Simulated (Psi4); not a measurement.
Cl4Te, triplet, at a GFN2-xTB geometry (a higher spin typed on purpose: for a closed-shell molecule this is an excited state) (all electrons, no relativity); R2SCAN/3-21G (Psi4).

The Psi4 input:
```
memory 2 GB

molecule mol {
0 3
Te   -0.000000    0.000000   -0.000000
Cl    1.505291   -1.911034   -0.165390
Cl    1.914610    1.501592    0.157462
Cl   -1.505101    1.917131   -0.067694
Cl   -1.914799   -1.507689    0.075622
}

set {
  basis 3-21g
  reference uks
  scf_type pk
  damping_percentage 20
}

energy('r2scan')
print_variables()
```

### Question
Write the output that Psi4 gives for this input, abridged.

### Answer

```
   => Loading Basis Set <=

    Name: 3-21G
    Role: ORBITAL
    Keyword: BASIS

         ---------------------------------------------------------
                                   SCF
               by Justin Turney, Rob Parrish, Andy Simmonett
                          and Daniel G. A. Smith
                              UKS Reference
         ---------------------------------------------------------

  ==> Geometry <==

    Molecular point group: c1
    Full point group: C1

    Geometry (in Angstrom), charge = 0, multiplicity = 3:

       Center              X                  Y                   Z               Mass
    ------------   -----------------  -----------------  -----------------  -----------------
         TE          -0.000000129619     0.000000000000     0.000000000000   129.906222748000
         CL           1.505290870381    -1.911034000000    -0.165390000000    34.968852682000
         CL           1.914609870381     1.501592000000     0.157462000000    34.968852682000
         CL          -1.505101129619     1.917131000000    -0.067694000000    34.968852682000
         CL          -1.914799129619    -1.507689000000     0.075622000000    34.968852682000

  Running in c1 symmetry.

  Rotational constants: A =      0.04045  B =      0.04045  C =      0.02032 [cm^-1]
  Rotational constants: A =   1212.66323  B =   1212.66273  C =    609.11007 [MHz]
  Nuclear repulsion = 1007.399720353746943

  Charge       = 0
  Multiplicity = 3
  Electrons    = 120
  Nalpha       = 61
  Nbeta        = 59

  ==> Algorithm <==

  SCF Algorithm Type is PK.
  DIIS enabled.
  MOM disabled.
  Fractional occupation disabled.
  Guess Type is SAD.
  Energy threshold   = 1.00e-06
  Density threshold  = 1.00e-06
  Integral threshold = 1.00e-12

  ==> Primary Basis <==

  Basis Set: 3-21G
    Blend: 3-21G
    Number of shells: 41
    Number of basis functions: 85
    Number of Cartesian functions: 85
    Spherical Harmonics?: false
    Max angular momentum: 2

  ==> DFT Potential <==

   => LibXC <=

    Version 7.1.2
    S. Lehtola, C. Steigemann, M. J. T. Oliveira, and M. A. L. Marques,  SoftwareX 7, 1–5 (2018) (10.1016/j.softx.2017.11.002)

   => Composite Functional: R2SCAN <=

    r2SCAN Meta-GGA XC Functional  (0.1021/acs.jpclett.0c02405)
    J. W. Furness, A. D. Kaplan, J. Ning, J. P. Perdew, J. Sun  J. Phys. Chem. Lett.  11, 8208–8215, 2020

    Deriv               =              1
    GGA                 =           TRUE
    Meta                =           TRUE

    Exchange Hybrid     =          FALSE
    MP2 Hybrid          =          FALSE

   => Exchange Functionals <=

    1.0000   XC_MGGA_X_R2SCAN

   => Correlation Functionals <=

    1.0000   XC_MGGA_C_R2SCAN

   => LibXC Density Thresholds  <==

    XC_MGGA_C_R2SCAN:  1.00E-15
    XC_MGGA_X_R2SCAN:  1.00E-11

   => Molecular Quadrature <=

    Radial Scheme          =       TREUTLER
    Pruning Scheme         =           NONE
    Nuclear Scheme         =       TREUTLER

    Blocking Scheme        =         OCTREE
    BS radius alpha        =              1
    Pruning alpha          =              1
    Radial Points          =             75
    Spherical Points       =            302
    Total Points           =         103080
    Total Blocks           =            851
    Max Points             =            256
    Max Functions          =             69
    Weights Tolerance      =       1.00E-15

  ==> Integral Setup <==

  Using in-core PK algorithm.
   Calculation information:
      Number of atoms:                   5
      Number of AO shells:              41
      Number of primitives:             93
      Number of atomic orbitals:        85
      Number of basis functions:        85

      Integral cutoff                 1.00e-12
      Number of threads:                 1

  Performing in-core PK
  Using 13362680 doubles for integral storage.
  We computed 228373 shell quartets total.
  Whereas there are 371091 unique shell quartets.

  ==> DiskJK: Disk-Based J/K Matrices <==

    J tasked:                  Yes
    K tasked:                   No
    wK tasked:                  No
    Schwarz Cutoff:          1E-12

  Minimum eigenvalue in the overlap matrix is 1.2829444496E-03.
  Reciprocal condition number of the overlap matrix is 3.0421158206E-04.
    Using symmetric orthogonalization.

  ==> Pre-Iterations <==

  SCF Guess: Superposition of Atomic Densities via on-the-fly atomic UHF (no occupation information).

   -------------------------
    Irrep   Nso     Nmo
   -------------------------
     A         85      85
   -------------------------
    Total      85      85
   -------------------------

  ==> Iterations <==

                        Total Energy        Delta E     RMS |[F,P]|

   @UKS iter SAD: -8414.65300867563565   -8.41465e+03   0.00000e+00
   @UKS iter   1: -8417.34602650213674   -2.69302e+00   5.61629e-03 ADIIS/DIIS
   @UKS iter   2: -8417.37255003648716   -2.65235e-02   3.40553e-03 ADIIS/DIIS/DAMP=20%
   @UKS iter   3: -8417.63698195803227   -2.64432e-01   1.81591e-03 ADIIS/DIIS/DAMP=20%
   @UKS iter   4: -8416.91458431848332    7.22398e-01   6.67492e-04 ADIIS/DIIS/DAMP=20%
   @UKS iter   5: -8417.55037317751339   -6.35789e-01   9.17076e-05 DIIS/DAMP=20%
   @UKS iter   6: -8417.39740591191912    1.52967e-01   1.12601e-05 DIIS/DAMP=20%
   @UKS iter   7: -8417.42337152456093   -2.59656e-02   9.87817e-06 DIIS/DAMP=20%
   @UKS iter   8: -8417.42319384174516    1.77683e-04   2.51703e-06 DIIS/DAMP=20%
   @UKS iter   9: -8417.42335281262967   -1.58971e-04   1.92993e-06 DIIS/DAMP=20%
   @UKS iter  10: -8417.42333910132947    1.37113e-05   1.12580e-06 DIIS/DAMP=20%
   @UKS iter  11: -8417.42351985399546   -1.80753e-04   9.54636e-07 DIIS/DAMP=20%
   @UKS iter  12: -8417.42352562738233   -5.77339e-06   7.20103e-07 DIIS/DAMP=20%
   @UKS iter  13: -8417.42358374660580   -5.81192e-05   5.23901e-07 DIIS/DAMP=20%
   @UKS iter  14: -8417.42352448804741    5.92586e-05   1.49117e-07 DIIS/DAMP=20%
   @UKS iter  15: -8417.42364284416180   -1.18356e-04   5.97111e-08 DIIS/DAMP=20%
   @UKS iter  16: -8417.42366983558713   -2.69914e-05   2.94370e-08 DIIS/DAMP=20%
   @UKS iter  17: -8417.42367261158688   -2.77600e-06   1.16229e-08 DIIS/DAMP=20%
   @UKS iter  18: -8417.42367514221405   -2.53063e-06   8.15437e-09 DIIS/DAMP=20%
   @UKS iter  19: -8417.42367835848017   -3.21627e-06   5.58814e-09 DIIS/DAMP=20%
   @UKS iter  20: -8417.42367964541518   -1.28694e-06   1.03142e-09 DIIS/DAMP=20%
   @UKS iter  21: -8417.42367814649333    1.49892e-06   8.76593e-10 DIIS/DAMP=20%
   @UKS iter  22: -8417.42367808447125    6.20221e-08   2.90340e-10 DIIS/DAMP=20%
  Energy and wave function converged.

  ==> Post-Iterations <==

   Electrons on quadrature grid:
      Nalpha   =   60.9999879498 ; deviation = -1.205e-05
      Nbeta    =   58.9999877268 ; deviation = -1.227e-05
      Ntotal   =  119.9999756766 ; deviation = -2.432e-05

   @Spin Contamination Metric:   2.252004769E-03
   @S^2 Expected:                2.000000000E+00
   @S^2 Observed:                2.002252005E+00
   @S   Expected:                1.000000000E+00
   @S   Observed:                1.000000000E+00

    Orbital Energies [Eh]
    ---------------------

    Alpha Occupied:

[...]
      61A     -0.282204

    Alpha Virtual:

[...]
    Beta Occupied:

[...]
    Beta Virtual:

[...]
    Final Occupation by Irrep:
              A
    DOCC [    59 ]
    SOCC [     2 ]
    NA   [    61 ]
    NB   [    59 ]

  @UKS Final Energy: -8417.42367808447125

   => Energetics <=

    Nuclear Repulsion Energy =           1007.3997203537469431
    One-Electron Energy =              -13601.4894064933905611
    Two-Electron Energy =                4460.2867531920783222
    DFT Exchange-Correlation Energy =    -283.6207451369060095
    Empirical Dispersion Energy =           0.0000000000000000
    VV10 Nonlocal Energy =                  0.0000000000000000
    Total Energy =                      -8417.4236780844712484

  UHF NO Occupations:
  HONO-2 :   59  A 1.9996936
  HONO-1 :   60  A 1.0000000
  HONO-0 :   61  A 1.0000000
  LUNO+0 :   62  A 0.0003064
  LUNO+1 :   63  A 0.0003064
  LUNO+2 :   64  A 0.0001818
  LUNO+3 :   65  A 0.0000902

Computation Completed

Properties will be evaluated at   0.000000,   0.000000,   0.000000 [a0]

Properties computed using the SCF density matrix

 Multipole Moments:

 ------------------------------------------------------------------------------------
     Multipole            Electronic (a.u.)      Nuclear  (a.u.)        Total (a.u.)
 ------------------------------------------------------------------------------------

 L = 1.  Multiply by 2.5417464519 to convert [e a0] to [Debye]
 Dipole X            :         -0.0000043            0.0000027           -0.0000016
 Dipole Y            :         -0.0000001            0.0000000           -0.0000001
 Dipole Z            :          0.0000000            0.0000000            0.0000000
 Magnitude           :                                                    0.0000016

 ------------------------------------------------------------------------------------

  Variable Map:
  ----------------------------------------------------------------------------
[...]
  Array Variable Map:
  ----------------------------------------------------------------------------
[...]
[...]
```
